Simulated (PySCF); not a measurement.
B(F)(GeH3)(OMe) (CH6BFGeO), SMILES CO[B](F)[GeH3]. Geometry: PBE-D3(BJ)/def2-SVP. The structure was generated by enumeration, and PubChem lists no compound with its InChIKey, so it may never have been made. One conformer was computed; it need not be the lowest.

Question: Give the equilibrium geometry at PBE-D3(BJ)/def2-SVP (PySCF confirms it by a frequency run) as a Z-matrix, and its point group. (Estimate from the structure and the level; the computed values follow.)

Answer: One answer among several that fit: point group Cs.
```
B
F 1 1.3401
O 1 1.3519 2 115.82
C 3 1.4170 1 124.85 2 180.00
H 4 1.1090 3 109.18 1 -120.82
H 4 1.1090 5 108.41 3 118.84
H 4 1.1114 5 108.67 6 117.95
Ge 1 2.0932 2 118.83 3 180.00
H 8 1.5492 1 111.52 2 0.00
H 8 1.5554 9 107.87 1 122.99
H 8 1.5554 9 107.87 10 114.03
```
